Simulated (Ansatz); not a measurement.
Start from `C1[O][AlH][S]1` and change one element to get `C1[O][GaH][S]1`.

Ansatz, PBE0-D4/def2-TZVP geometries, multiplicity 1. 

Scalar relativity is left out up to krypton.

| property | `C1[O][AlH][S]1` |
| --- | --- |
| size of the dipole moment (B3LYP/def2-TZVPP) / D | 0.74 |
| LUMO energy (PBE/def2-TZVPP) / eV | -1.62 |
| size of the dipole moment (PBE/def2-TZVPP) / D | 0.64 |
| HOMO–LUMO gap (B3LYP/def2-TZVPP) / eV | 5.93 |
| LUMO energy (B3LYP/def2-TZVPP) / eV | -1.09 |
| ideal-gas entropy at 298 K and 1 bar (rigid rotor, harmonic PBE0-D4/def2-TZVP) / J/(mol·K) | 293 |

(1) Give the same properties after the change, and the shifts. (An estimate is asked.)

## Answers

(1) Computed: 
```json
{"property": "size of the dipole moment (B3LYP/def2-TZVPP) / D", "`C1[O][GaH][S]1`": "1.17", "shift": "0.43"}
{"property": "LUMO energy (PBE/def2-TZVPP) / eV", "`C1[O][GaH][S]1`": "-1.82", "shift": "-0.20"}
{"property": "size of the dipole moment (PBE/def2-TZVPP) / D", "`C1[O][GaH][S]1`": "1.00", "shift": "0.36"}
{"property": "HOMO–LUMO gap (B3LYP/def2-TZVPP) / eV", "`C1[O][GaH][S]1`": "5.63", "shift": "-0.30"}
{"property": "LUMO energy (B3LYP/def2-TZVPP) / eV", "`C1[O][GaH][S]1`": "-1.35", "shift": "-0.26"}
{"property": "ideal-gas entropy at 298 K and 1 bar (rigid rotor, harmonic PBE0-D4/def2-TZVP) / J/(mol·K)", "`C1[O][GaH][S]1`": "305", "shift": "12"}
```

With PBE0 the HOMO rises by 0.05 eV and the LUMO falls by 0.22 eV, so the gap narrows by about 0.27 eV. PBE moves the HOMO by 0.03 eV and ωB97M-V by 0.06 eV. Dipoles are sizes alone; their direction can turn.

B3LYP here is the variant with VWN-RPA as its local correlation; programs differ in this.
